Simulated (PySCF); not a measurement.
Geometry (Å), atoms numbered from 1 in this order:
```xyz
24

C     3.4274    1.3294    0.1129
Si    3.0092   -0.4461   -0.3247
N     1.3760   -0.6153   -0.9127
Si   -0.0013   -1.3539   -0.1698
C    -1.1693   -0.1073    0.6593
C    -2.5663   -0.6918    0.9886
C    -3.1289    0.0018   -0.2640
C    -1.8752    0.9097   -0.2884
C    -1.2498    1.1986   -1.5689
N    -0.7215    1.3736   -2.5854
H     3.3000    1.9850   -0.7632
H     4.4717    1.4176    0.4525
H     2.7687    1.7008    0.9131
H     3.1100   -1.3157    0.8877
H     3.9878   -0.9255   -1.3524
H     1.1653   -0.1261   -1.7827
H    -0.8131   -2.1073   -1.1785
H     0.4646   -2.2855    0.9003
H    -0.6316    0.3638    1.4979
H    -2.6613   -1.7886    1.0288
H    -2.9834   -0.2794    1.9197
H    -4.0978    0.5138   -0.1832
H    -3.1530   -0.6680   -1.1349
H    -2.0661    1.8654    0.2253
```

Geometry: PBE0-D3(BJ)/def2-SVP; GIAO absolute shieldings from PySCF 2.14.0 with density-fitted response routines, gas phase, non-relativistic, averaged over equivalent atoms.

At wB97X-D/pcSseg-1 (254 basis functions, 65 s wall time on 1 thread of an Arm Neoverse V2, shared host):
```tsv
atoms	σ (ppm)
C9	54.6
C7	158.1
C5	159.8
C8	162.5
C6	165.3
C1	183.2
Si2	377.1
Si4	379.0
N10	-39.3
N3	243.0
H17	26.42
H15	26.58
H14	26.79
H18	26.89
H24	28.54
H23	29.15
H22	29.32
H21	29.41
H19	29.77
H20	30.02
H16	30.19
H11/H12/H13	31.14
```

Task: Predict the values at PBE0/pcSseg-1 on the same geometry.

Result: 
```csv
atoms,σ at PBE0/pcSseg-1,change
C9,55.5,+0.9
C7,157.7,-0.4
C5,158.5,-1.3
C8,161.5,-1.0
C6,164.6,-0.7
C1,183.0,-0.2
Si2,375.7,-1.4
Si4,378.3,-0.7
N10,-39.8,-0.5
N3,241.3,-1.7
H17,26.19,-0.23
H15,26.36,-0.22
H14,26.62,-0.17
H18,26.73,-0.16
H24,28.29,-0.25
H23,28.98,-0.17
H22,29.18,-0.14
H21,29.23,-0.18
H19,29.57,-0.20
H20,29.88,-0.14
H16,30.05,-0.14
H11/H12/H13,31.01,-0.13
```

The largest change is at N3 (nitrogen bonded to 2 Si, H). Cost: 254 basis functions, 51 s wall time on 1 thread of an Arm Neoverse V2, shared host. The order of the carbon signals is the same at both levels.
